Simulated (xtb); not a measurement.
A geometry relaxed with GFN2-xTB (xtb), charge 0, multiplicity 1:

```xyz
7

S     -1.7262    -1.1730    -0.0708
H     -1.6107     2.5189    -0.2081
H     -0.9421    -2.2337    -0.2126
In     0.1591     0.3759     0.0009
H      2.0038    -1.7379     0.4212
S     -0.3073     2.7516    -0.0927
S      2.4234    -0.5018     0.1620
```

### Question
Write the SMILES of this molecule.

### Answer
`[SH][In]([SH])[SH]`
